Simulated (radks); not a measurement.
Results of a calculation; reference values are marked as such.
Species: neutral osmium. Configuration: [Xe] 4f14 5d6 6s2.

Level of theory: Dirac Kohn-Sham, PBE, spin-unpolarised, spherical densities, finite nucleus; open shells are shared between the two j in proportion to 2j + 1; Fermi nuclear charge, rms radius 5.4126 fm (a radial shooting solver on a logarithmic mesh with Libxc functionals).

Energy parts (hartree):
total: -17278.6117
kinetic: 19603.0357
electron-nucleus: -43285.7202
Hartree: 6744.8740
exchange-correlation: -340.8012

Orbitals (lengths in bohr, moments of r in powers of bohr):
[
 {"orbital": "1s1/2", "occ.": "2", "eigenvalue (hartree)": "-2709.725", "<r^4>": "5.127e-07", "<r>": "0.01774", "small-component weight": "8.26e-02"},
 {"orbital": "2s1/2", "occ.": "2", "eigenvalue (hartree)": "-471.6079", "<r^4>": "0.00007587", "<r>": "0.07427", "small-component weight": "1.88e-02"},
 {"orbital": "2p1/2", "occ.": "2", "eigenvalue (hartree)": "-451.6280", "<r^4>": "0.00004544", "<r>": "0.06130", "small-component weight": "1.89e-02"},
 {"orbital": "2p3/2", "occ.": "4", "eigenvalue (hartree)": "-395.3596", "<r^4>": "0.00006780", "<r>": "0.06950", "small-component weight": "1.69e-02"},
 {"orbital": "3s1/2", "occ.": "2", "eigenvalue (hartree)": "-109.7421", "<r^4>": "0.002784", "<r>": "0.1934", "small-component weight": "6.22e-03"},
 {"orbital": "3p1/2", "occ.": "2", "eigenvalue (hartree)": "-100.7806", "<r^4>": "0.002445", "<r>": "0.1835", "small-component weight": "6.17e-03"},
 {"orbital": "3p3/2", "occ.": "4", "eigenvalue (hartree)": "-88.51018", "<r^4>": "0.003286", "<r>": "0.1986", "small-component weight": "5.61e-03"},
 {"orbital": "3d3/2", "occ.": "4", "eigenvalue (hartree)": "-73.46269", "<r^4>": "0.002210", "<r>": "0.1734", "small-component weight": "5.50e-03"},
 {"orbital": "3d5/2", "occ.": "6", "eigenvalue (hartree)": "-70.80461", "<r^4>": "0.002417", "<r>": "0.1781", "small-component weight": "5.34e-03"},
 {"orbital": "4s1/2", "occ.": "2", "eigenvalue (hartree)": "-23.15722", "<r^4>": "0.06435", "<r>": "0.4318", "small-component weight": "2.07e-03"},
 {"orbital": "4p1/2", "occ.": "2", "eigenvalue (hartree)": "-19.39212", "<r^4>": "0.06965", "<r>": "0.4357", "small-component weight": "1.98e-03"},
 {"orbital": "4p3/2", "occ.": "4", "eigenvalue (hartree)": "-16.51019", "<r^4>": "0.09339", "<r>": "0.4693", "small-component weight": "1.77e-03"},
 {"orbital": "4d3/2", "occ.": "4", "eigenvalue (hartree)": "-10.32408", "<r^4>": "0.1167", "<r>": "0.4825", "small-component weight": "1.57e-03"},
 {"orbital": "4d5/2", "occ.": "6", "eigenvalue (hartree)": "-9.79023", "<r^4>": "0.1278", "<r>": "0.4938", "small-component weight": "1.51e-03"},
 {"orbital": "5s1/2", "occ.": "2", "eigenvalue (hartree)": "-3.35472", "<r^4>": "1.902", "<r>": "1.007", "small-component weight": "4.87e-04"},
 {"orbital": "5p1/2", "occ.": "2", "eigenvalue (hartree)": "-2.19387", "<r^4>": "2.861", "<r>": "1.100", "small-component weight": "4.08e-04"},
 {"orbital": "4f5/2", "occ.": "6", "eigenvalue (hartree)": "-1.96272", "<r^4>": "0.3131", "<r>": "0.5525", "small-component weight": "1.12e-03"},
 {"orbital": "4f7/2", "occ.": "8", "eigenvalue (hartree)": "-1.85963", "<r^4>": "0.3344", "<r>": "0.5607", "small-component weight": "1.10e-03"},
 {"orbital": "5p3/2", "occ.": "4", "eigenvalue (hartree)": "-1.74439", "<r^4>": "4.117", "<r>": "1.201", "small-component weight": "3.46e-04"},
 {"orbital": "5d3/2", "occ.": "2.4", "eigenvalue (hartree)": "-0.25372", "<r^4>": "29.34", "<r>": "1.769", "small-component weight": "1.67e-04"},
 {"orbital": "6s1/2", "occ.": "2", "eigenvalue (hartree)": "-0.22603", "<r^4>": "171.1", "<r>": "2.982", "small-component weight": "5.52e-05"},
 {"orbital": "5d5/2", "occ.": "3.6", "eigenvalue (hartree)": "-0.21523", "<r^4>": "36.68", "<r>": "1.854", "small-component weight": "1.54e-04"}
]

The highest occupied level is 5d5/2 at -5.857 eV. The density falls to 0.001 e/bohr^3 at r = 4.61 bohr. For comparison, the ionisation energy in NIST's Atomic Spectra Database is 8.438 eV (measured). In exact Kohn-Sham theory the highest level is minus the ionisation energy, but local and semilocal functionals leave it too shallow, through self-interaction and a potential that decays too fast; potentials with the right tail come closer. Summed over all electrons, <r^2> = 66.79 bohr^2, which gives a Langevin (diamagnetic) susceptibility term of -52.9 x 10^-6 cm^3/mol. The electron density at the nucleus is 1.675e+06 e/bohr^3.

Beside tabulated values, note that spin-unpolarised runs miss the spin-polarisation part of the exchange energy of open shells.
